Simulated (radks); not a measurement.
Results of a calculation; reference values are marked as such.
Task: Dipole-allowed excitations along the series with 29 electrons in [Ar] 3d10 4s1. Code: a radial shooting solver on a logarithmic mesh with Libxc functionals. Model: non-relativistic Kohn-Sham, LB94 model potential, spin-polarised, spherical densities, point nucleus; open shells are filled with parallel spins first (spin-orbit coupling, left out, can overturn this in heavy ions). Time-dependent linear response with the Hartree and adiabatic LDA kernel, continuum included through the Sternheimer equations. Lines are the poles of the dipole polarisability below minus the highest occupied eigenvalue, found on a grid refined at the orbital gaps; the lowest seven at most are given, and weak or close lines can be missed. The first line takes the name of the lowest orbital gap if no other gap lies below it; otherwise a line is named after a gap within 0.6 % of it, if that gap stands alone.

species  -e(HOMO) (eV)  lowest orbital gap (eV)  first line (eV)      f  static alpha (bohr^3)
Te23+           734.14             4s-4p 44.908   47.869 (4s-4p)  0.474                 0.1703
I24+            786.71             4s-4p 46.610   49.672 (4s-4p)  0.464                 0.1546

Estimate the first line of Xe25+, its oscillator strength and the static polarisability.

Result: 51.475 eV (4s-4p), f = 0.455, alpha = 0.1409 bohr^3.
